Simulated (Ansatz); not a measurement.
One geometry of AsS3, several levels of theory.

```yaml
crystal:
  periodic: [false, false, false]
  atoms:
    - {symbol: As, position_ang: [-0.996444, -0.131461, -0.441688]}
    - {symbol: S, position_ang: [0.668795, 1.511097, 0.630755]}
    - {symbol: S, position_ang: [-1.147331, -1.820218, 0.679507]}
    - {symbol: S, position_ang: [1.474980, 0.440582, -0.868574]}
basis:
  gaussian: {orbitals: def2-TZVP, initial_orbitals: start.molden}
magnetization: {spin_polarized: true, initial_magnetization: 1}
hamiltonian: {xc: hse06, dispersion: d4}
scf: {omitted_lower_state_checks: [starts]}
output: {orbitals: {seedname: orbitals}}
```

The file start.molden holds the orbitals of an earlier run on this structure, at another level or in another basis.

```sh
$ ansatz run in.yaml --threads 4 --pin off --events-out ev --progress --plain --max-ram 3916MiB
```

It prints (some lines left out):

```
Functional definition: HSE06
1236 factors; their error is unknown
65 factors; integrals over basis functions are off by at most 7.8e-7 eV
mean field evaluation 1: about -93329.4901 eV, gradient 4.8e-1 eV
mean field evaluation 2: about -93329.4907 eV, gradient 8.4e-4 eV
mean field evaluation 4: about -93329.8067 eV, gradient 8.0e-5 eV
mean field -93329.80669742 eV, -3429.8071349152 hartree, gradient 2.0e-5 eV, S^2 0.759487; 0 other end points of the search recorded, 0 dependent functions left out
reference -93329.80672760 eV, -3429.8071360240 hartree; 41, 40 occupied and 118, 119 virtual orbitals, 1236 factors
Total energy: -93329.97590361 eV, -3429.8133531281 hartree
Checks for a lower state left out: starts
```

Run time 4.8 s (4 threads of Arm Neoverse V1 on a shared host), peak host memory 0.65 GiB.

As the first input, with `hamiltonian: {xc: r2scan, dispersion: d4}` (abridged; 6.5 s):

```
Functional definition: r2SCAN
mean field -93346.76204997 eV, -3430.4302326286 hartree, gradient 3.2e-5 eV, S^2 0.760861
Total energy: -93346.80510307 eV, -3430.4318148009 hartree
Checks for a lower state left out: starts
```

First input, but with `hamiltonian: {xc: {name: CAM-B3LYP}, dispersion: d4}` (abridged; 5.5 s):

```
Functional definition: CAM-B3LYP
mean field -93352.72047269 eV, -3430.6492006247 hartree, gradient 1.4e-5 eV, S^2 0.761039
Total energy: -93352.90731949 eV, -3430.6560671180 hartree
Checks for a lower state left out: starts
```

As the first input, with `hamiltonian: {xc: {name: PBE-QIDH}}` and without the key `output` (abridged; 7.5 s):

```
Functional definition: PBE-QIDH
mean field -93306.12068081 eV, -3428.9366898596 hartree, gradient 2.8e-6 eV, S^2 0.777548
24 core orbitals not correlated: weight in the atoms' cores, before any rotation towards them, 1.000 or more for the frozen orbitals, at most 0.000 for the correlated occupied ones
second order -23.97137641 eV of doubles, -0.00000000 eV of singles
Total energy: -93314.11114880 eV, -3429.2303341420 hartree
Checks for a lower state left out: starts
```

The first input with `gaussian: {orbitals: def2-TZVPD, initial_orbitals: start.molden}`, `hamiltonian: {xc: pbe, dispersion: d4}` (abridged; 4.1 s):

```
Functional definition: PBE
mean field -93326.66327660 eV, -3429.6916163308 hartree, gradient 2.0e-5 eV, S^2 0.754790
Total energy: -93326.87030317 eV, -3429.6992244167 hartree
Checks for a lower state left out: starts
```

First input, but with `gaussian: {orbitals: def2-TZVPD, initial_orbitals: start.molden}`, `hamiltonian: {xc: r2scan, dispersion: d4}` (abridged; 10 s):

```
Functional definition: r2SCAN
mean field -93346.82717874 eV, -3430.4326260666 hartree, gradient 2.0e-5 eV, S^2 0.761190
Total energy: -93346.87025426 eV, -3430.4342090627 hartree
Checks for a lower state left out: starts
```

The first input with `hamiltonian: {xc: {name: revPBE}, dispersion: d4}` (abridged; 2.3 s):

```
Functional definition: revPBE
mean field -93338.70999648 eV, -3430.1343251205 hartree, gradient 1.7e-5 eV, S^2 0.755019
Total energy: -93339.19458849 eV, -3430.1521335485 hartree
Checks for a lower state left out: starts
```

Geometry: B3LYP-D4/def2-SVP.

HSE06 is defined as in plane-wave codes, on full-range PBE exchange. Correlated methods freeze 24 core orbitals; core or outer-core shells of As are correlated, in sets that lack core-valence functions. The structure comes from a short search, and lower isomers may exist.
